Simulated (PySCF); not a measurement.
System: CH3Mg, charge 0, multiplicity 2. It need not be the lowest isomer of its formula. 
Coordinates optimised at B3LYP-D3(BJ)/def2-TZVP (Ansatz):
SMILES: [Mg][CH3]
```xyz
5

Mg    -0.6872    -0.3966    -0.5519
C      0.8270     0.4772     0.6641
H      1.3509    -0.2981     1.2286
H      0.3829     1.1853     1.3681
H      1.5509     1.0082     0.0409
```
Charge 0, spin multiplicity 2.

Dispersion corrections to the total energy (kcal/mol) from the dftd3 and dftd4 libraries through PySCF: D3(BJ) without and D4 with the three-body term, each with the damping fitted for the functional named.

| functional | D3(BJ) | D4 |
|---|---|---|
| PBE0 | -1.45 | -1.37 |
| revPBE | ___ | -5.66 |
| B2GP-PLYP | ___ | -0.67 |
| TPSSh | -1.95 | -2.02 |
| B2PLYP | ___ | -1.14 |
| PBE | -1.67 | -1.67 |
| CAM-B3LYP | -1.34 | -1.38 |

**Question.** Fill in the missing entries.

**Answer.** 
- revPBE, D3(BJ): -4.33
- B2GP-PLYP, D3(BJ): -1.39
- B2PLYP, D3(BJ): -1.48
